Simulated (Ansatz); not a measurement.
Ansatz (an electronic-structure program) input (wB97X-V/def2-TZVPD):

Ansatz 0.2 input:
```yaml
crystal:
  periodic: [false, false, false]
  atoms:
    - {symbol: C, position_ang: [-2.26988681, -0.09702818, -0.04211232]}
    - {symbol: C, position_ang: [-0.78505281, -0.16716999, 0.11031537]}
    - {symbol: C, position_ang: [-0.05456739, -0.98901595, 0.92118721]}
    - {symbol: C, position_ang: [1.35086930, -0.78860325, 0.81609712]}
    - {symbol: C, position_ang: [1.67499178, 0.18757973, -0.07732554]}
    - {symbol: S, position_ang: [0.26626179, 0.86857042, -0.79622816]}
    - {symbol: H, position_ang: [-2.65873567, 0.88955254, 0.21978975]}
    - {symbol: H, position_ang: [-2.74182066, -0.82854220, 0.61398383]}
    - {symbol: H, position_ang: [-2.58350762, -0.31225602, -1.06605402]}
    - {symbol: H, position_ang: [-0.51183624, -1.71810334, 1.57587329]}
    - {symbol: H, position_ang: [2.08416424, -1.34648794, 1.38042302]}
    - {symbol: H, position_ang: [2.65342293, 0.54413595, -0.35333640]}
basis:
  gaussian:
    orbitals: def2-TZVPD
hamiltonian:
  xc: {name: wB97X-V}
output: {forces: true}
```

End of the output:

```
reference -16117.12977357 eV, -592.2935945959 hartree; 26, 26 occupied and 259, 259 virtual orbitals, 1472 factors
Total energy: -16117.12977357 eV, -592.2935945959 hartree
Atom 0 at    -2.269887    -0.097028    -0.042112 Å, force    -0.100889     0.014055    -0.019039 eV/Å
Atom 1 at    -0.785053    -0.167170     0.110315 Å, force     0.406642     0.080625    -0.051566 eV/Å
Atom 2 at    -0.054567    -0.989016     0.921187 Å, force    -0.204385     0.152524    -0.154514 eV/Å
Atom 3 at     1.350869    -0.788603     0.816097 Å, force     0.115399     0.192489    -0.173158 eV/Å
Atom 4 at     1.674992     0.187580    -0.077326 Å, force    -0.356806    -0.043997     0.020247 eV/Å
Atom 5 at     0.266262     0.868570    -0.796228 Å, force     0.021067    -0.282592     0.265356 eV/Å
Atom 6 at    -2.658736     0.889553     0.219790 Å, force     0.000354     0.062303     0.025938 eV/Å
Atom 7 at    -2.741821    -0.828542     0.613984 Å, force    -0.027982    -0.058088     0.052654 eV/Å
Atom 8 at    -2.583508    -0.312256    -1.066054 Å, force     0.005600    -0.021500    -0.063726 eV/Å
Atom 9 at    -0.511836    -1.718103     1.575873 Å, force    -0.059454    -0.077784     0.069222 eV/Å
Atom 10 at     2.084164    -1.346488     1.380423 Å, force     0.083557    -0.053795     0.055168 eV/Å
Atom 11 at     2.653423     0.544136    -0.353336 Å, force     0.116896     0.035760    -0.026584 eV/Å
Dipole moment:    -0.092598    -0.089791     0.078505 e Å
```
